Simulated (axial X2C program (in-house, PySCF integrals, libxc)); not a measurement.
## Correcting the dissociation energy of ZrN⁺ for spin–orbit coupling

A spin-free PBE0 curve (one-electron X2C) was computed with an in-house all-electron X2C program for linear molecules (integrals from PySCF), basis Zr dyall-cv3z [11s12p9d6f3g], N dyall-av3z [7s7p3d2f] (cores contracted in-house), for the state M_S = 0, Λ = 0 (closed shell). It gives D0 = 5.878 eV to Zr+ + N, which in a spin-free picture are the weighted means of the ground terms.

Measured levels of the ground terms (NIST Handbook of Basic Atomic Spectroscopic Data), in cm⁻¹: Zr+ 4F: J = 3/2 at 0, J = 5/2 at 314.7, J = 7/2 at 763.4, J = 9/2 at 1322.7; N 4S: J = 3/2 at 0.

The molecular state has Λ = 0, so it has no first-order lowering.

**Question.** How far does each ground level lie under the (2J+1)-weighted mean of its term?

**Answer.** Zr+: (4 × 0 + 6 × 314.7 + 8 × 763.4 + 10 × 1322.7)/28 = 758 cm⁻¹; N: a single level, 0.

**Question.** Correct D0.

**Answer.** D0 = 5.878 + (0 − 758)/8065.5 = 5.784 eV at PBE0 with these spin–orbit terms.

Second-order spin–orbit effects in the molecule, which grow quickly with Z, are left out. The state is one determinant whose occupation by symmetry is held fixed; it was picked as the lowest of a PBE0 search that is not exhaustive. De is counted from the lowest determinant-based energies of the atoms at the same level, without counterpoise correction. Without a current term, density functionals place determinants with orbital angular momentum somewhat too high.
